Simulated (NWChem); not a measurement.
Species: AlH₂S₂F; SMILES [Al]([SH])([F])[SH]

```xyz
6

Al    -0.3684    -0.0002     0.0018
F     -2.0270     0.1032     0.0031
S      0.7894     1.8377     0.0072
H     -0.3220     2.6085     0.0107
S      0.5431    -1.9676    -0.0052
H      1.7957    -1.4570    -0.0039
```
Atoms are numbered in this order, from 1.

All runs: NWChem. Geometry: optimised at PBE0/def2-SVP. Vzz is the largest principal value of the second derivative of the potential at the nucleus (NWChem prints the opposite sign); η is the asymmetry. Non-relativistic.

For level CAM-B3LYP/cc-pVTZ:

```yaml
Vzz Al1 (a.u.): 0.946
Vzz S3 (a.u.): 1.655
Vzz S5 (a.u.): 1.685
```

Q: Estimate the same quantities for level B3LYP/def2-SVP.

A: Vzz Al1 (a.u.): 0.659
Vzz S3 (a.u.): 1.703
Vzz S5 (a.u.): 1.733
